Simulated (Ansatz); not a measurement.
Species: sum formula SiPH₄, charge 0, multiplicity 2. It need not be the lowest isomer of its formula. SMILES: [SiH2]P
Coordinates optimised at B3LYP-D3(BJ)/def2-TZVP (Ansatz, a first-principles code):
```xyz
6

Si    -1.1104    -0.0895     0.2616
P      1.0764     0.1108    -0.2618
H     -1.9087     0.1796    -0.9665
H     -1.4426     0.9493     1.2757
H      1.1743    -1.1014    -0.9903
H      1.5769    -0.4366     0.9464
```
Charge 0, spin multiplicity 2.

Property: vertical electron affinity (to the singlet state of charge -1; a negative value means that the extra electron is unbound and the number depends on the basis; each state is the SCF solution reached for its spin), in eV. Cores are frozen in the correlated levels unless marked. UHF or UKS for open shells. No spin-orbit coupling. No relativistic terms. Anions need diffuse functions: aug- sets have them; def2-D sets add few. CBS(X,Y): correlation extrapolated as X^-3; Hartree-Fock from the larger set. The bracket is a focal-point correction in the basis named.

| level | program | vertical electron affinity (eV) |
|---|---|---|
| HF/aug-cc-pV(T+d)Z | Ansatz | 0.01 |
| PBE0/def2-TZVPD | Ansatz | 0.95 |
| wB97X-V/def2-TZVPD | Ansatz | 1.02 |
| MP2/aug-cc-pV(T+d)Z | Ansatz | 1.04 |
| RI-MP2/aug-cc-pV(T+d)Z | Ansatz | 1.04 |
| RI-MP2/def2-TZVPPD | Ansatz | 0.93 |
| SCS-MP2/aug-cc-pV(D+d)Z | Ansatz | 0.90 |
| CCSD/aug-cc-pV(T+d)Z | Ansatz | 1.03 |
| CCSD(T)/aug-cc-pV(D+d)Z | Ansatz | 0.98 |
| RI-MP2/CBS(aug-cc-pV(T+d)Z,aug-cc-pV(Q+d)Z)+[CCSD(T)-MP2]/aug-cc-pV(T+d)Z | Ansatz | 1.18 |
